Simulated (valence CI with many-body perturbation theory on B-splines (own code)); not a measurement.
## Sn¹¹⁺: key properties

Method: valence CI with perturbative core correlation (CI+MBPT): three valence electrons over a frozen Dirac-Fock core [Kr], a basis of 7 s, 7 p, 8 d, 6 f, 4 g, 1 h functions for each j, with the one-electron correlation potential Σ1, the two-electron term Σ2, the three-electron term Σ3, Breit, model QED; selected CI, second order for the rest, scaled by the run's own slope (own B-spline code, finite nucleus).

No measured spectrum was set against this ion. As an estimate, terms of the open shell hold to 2 to 4 % of their energy, and close levels can change places. The list stops below the first excitations out of the core. Only levels of the ground parity were solved; by the run's estimate the other parity begins above the list, which can be wrong where configurations are misplaced.

Names give the largest LS component (configuration and term), which can be under half, so a name can repeat, a term be missing and a line seem to break the LS rules; names also repeat where a configuration has a term twice.

Rates and lifetimes use the calculated energies. Strong lines usually hold to 10 to 20 %, long lifetimes can be off by a factor of two.

Problem. What is the ground level?

Solution. 4d³ ⁴F_3/2, composition 92 % 4d³ ⁴F + 8 % 4d³ ²D, g = 0.436.

Problem. How well does LS coupling describe the low levels?

Solution. Among the lowest 19 levels the leading LS term, summed over configurations, holds 82 % on average. For single configurations the figures are 82 % in LS and 72 % in jj coupling. Terms mix most in the J = 3/2 level at 4.601 eV, where the leading one holds 50 %.

Problem. How is the term ⁴F of the ground level split?

Solution. J = 3/2 at 0.000, J = 5/2 at 0.710, J = 7/2 at 1.411, J = 9/2 at 2.018 eV.

Problem. What is the ionisation energy?

Solution. 233.16 eV; NIST lists 232 ± 2.5 eV (theoretical).
